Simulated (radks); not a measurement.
The numbers below are computed, except where a source is named.
Question: The table gives one normalised radial function P(r) = r R(r) of Ne+ in 2s2 2p5 3p2 (r in bohr). Level of theory: non-relativistic Kohn-Sham, BLYP, spin-polarised, spherical densities, point nucleus; open shells are filled with parallel spins first (a radial shooting solver on a logarithmic mesh with Libxc functionals).

r,P
0.005014,0.0012
0.006477,0.0019
0.0083,0.0031
0.01072,0.0052
0.01374,0.0083
0.01775,0.0136
0.02274,0.0218
0.02938,0.0353
0.03765,0.0556
0.04863,0.0878
0.06282,0.1365
0.0805,0.2053
0.104,0.3053
0.1333,0.4347
0.1721,0.6022
0.2206,0.7883
0.2849,0.9803
0.3651,1.1262
0.4717,1.1887
0.6093,1.1285
0.7807,0.9543
1.009,0.6959
1.292,0.4342
1.669,0.2167
2.139,0.0852
2.763,0.0231
3.541,0.0043
4.574,0.0004
5.909,0.0000
7.572,0.0000
9.782,0.0000
12.53,0.0000

Which n and l does it have? It may be an empty orbital.

Answer: n = 2, l = 1: the number of nodes gives n - l - 1 = 0, the rise at small r (about r^(l+1)) gives l, and the extent must fit the shell. The curve is that of 2p down; the table hardly tells the two spins apart. 2p down: eigenvalue -72.727 eV, 0 radial nodes, <r> = 0.659 bohr, 90 % of the charge inside 1.11 bohr.
